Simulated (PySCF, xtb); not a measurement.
C₂H₁₂N₂Si₂, SMILES N([Si@H](C)CN)[SiH3]. One conformer was computed; it need not be the lowest.

Harmonic wavenumbers (cm⁻¹) from GFN2-xTB in xtb at its own minimum, in rising order: 27, 35, 78, 117, 126, 141, 210, 234, 278, 301, 373, 565, 577, 617, 645, 659, 721, 764, 768, 778, 796, 815, 835, 838, 964, 985, 1081, 1101, 1196, 1254, 1337, 1372, 1485, 1488, 1492, 1577, 2171, 2211, 2238, 2250, 2823, 2975, 3042, 3049, 3057, 3368, 3407, 3468.

Problem. What does B3LYP-D3(BJ)/def2-SVP run with PySCF 2.14.0 give at its own minimum? (An estimate is asked for; the answer gives what the named calculation found.)

Solution. 36, 66, 106, 129, 154, 161, 223, 272, 312, 345, 364, 574, 635, 665, 697, 711, 717, 776, 807, 856, 891, 912, 931, 941, 970, 1010, 1080, 1107, 1184, 1252, 1271, 1340, 1433, 1436, 1466, 1632, 2188, 2202, 2221, 2227, 2912, 3026, 3032, 3113, 3122, 3485, 3561, 3586. Paired by order, the mean absolute difference is 43 cm⁻¹ and the zero-point energies are 86.8 and 88.8 kcal/mol.
